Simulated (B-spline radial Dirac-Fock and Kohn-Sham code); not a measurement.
**Two-hole binding energies of W**

System: the free tungsten atom in the configuration 1s2 2s2 2p6 3s2 3p6 3d10 4s2 4p6 4d10 4f14 5s2 5p6 5d4 6s2.

The computed values come from a radial B-spline solver: multi-electron Dirac-Fock with separately optimised hole states, Breit and Lamb-shift corrections added in first order. U is the two-hole binding energy less the two single-hole energies, the effective repulsion of the holes after relaxation. Each two-hole energy is an average over J within one jj subconfiguration.

```
          holes  E(a) (eV)  E(b) (eV)  E(ab) (eV)  U (eV)
   2s⁻¹ 2p1/2⁻¹    12114.6    11551.0     23870.8   205.1
        2p1/2⁻²    11551.0    11551.0     23382.3   280.3
   2s⁻¹ 2p3/2⁻¹    12114.6    10213.6     22518.7   190.5
   2s⁻¹ 3d5/2⁻¹    12114.6     1816.7     14019.6    88.2
2p1/2⁻¹ 3d3/2⁻¹    11551.0     1879.1     13520.4    90.3
2p3/2⁻¹ 3p1/2⁻¹    10213.6     2585.2     12888.6    89.8
3p1/2⁻¹ 3p3/2⁻¹     2585.2     2292.4      4933.4    55.8
        3p3/2⁻²     2292.4     2292.4      4640.0    55.2
3d3/2⁻¹ 3d5/2⁻¹     1879.1     1816.7      3763.2    67.4
        3d5/2⁻²     1816.7     1816.7      3699.0    65.5
        4d5/2⁻²      255.4      255.4           ?       ?
5p1/2⁻¹ 5p3/2⁻¹      56.54      46.77       116.3    13.0
        5p3/2⁻²      46.77      46.77       106.6    13.0
4f5/2⁻¹ 4f7/2⁻¹      40.91      38.78       101.8    22.1
```

Q: Give the missing two-hole energy and U.

A: E(ab) = 534.4 eV and U = 23.6 eV.
